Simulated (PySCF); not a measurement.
# Electronic structure of Rh (rhodium, neutral) at the PBE0 level

Configuration: [Kr] 4d7 5s2, high-spin 4F determinant (an excited configuration). Computed with PySCF 2.14 in x2c-QZVPPall (13s8p7d4f2g, 118 functions), with the spin-free X2C one-electron Hamiltonian (Gaussian nucleus).

| Property | Result |
| --- | --- |
| Total energy | -4783.27 hartree |
| One-electron energy | -6589.34 hartree |
| Hartree (Coulomb) energy | 1945.59 hartree |
| Exchange-correlation energy | -139.52 hartree |
| ⟨S²⟩ | 3.7568 |
| ⟨L²⟩ | 12.018 |
| Sum of ⟨r⟩ | 33.11 bohr |
| Sum of ⟨r²⟩ | 55.48 bohr² |
| Langevin diamagnetic susceptibility | -43.9 ×10⁻⁶ cm³/mol |
| Time after the integrals | about 5 core-seconds |

```csv
shell,electrons,mean orbital energy (hartree),spread (hartree),"rms radius, mean of both spins (bohr)"
1s β,1,-848.54502,0,0.0374
1s α,1,-848.54494,0,0.0374
2s α,1,-123.92994,0,0.154
2s β,1,-123.90880,0,0.154
2p α,3,-111.06085,0,0.136
2p β,3,-111.04308,0,0.136
3s α,1,-22.60190,0,0.417
3s β,1,-22.59111,0,0.417
3p α,3,-18.33662,0,0.420
3p β,3,-18.32408,0,0.420
3d α,5,-11.50617,0.01098,0.404
3d β,5,-11.48310,0.01110,0.404
4s α,1,-3.39344,0,1.04
4s β,1,-3.28849,0,1.04
4p α,3,-2.16716,0,1.15
4p β,3,-2.04610,0,1.15
4d α,5,-0.42137,0.03473,1.65
4d β,2,-0.35344,0,1.65
5s α,1,-0.23104,0,3.40
5s β,1,-0.20341,0,3.40
```

Densities and radii are taken from the X2C orbitals without a picture-change correction, which distorts them close to the nucleus.
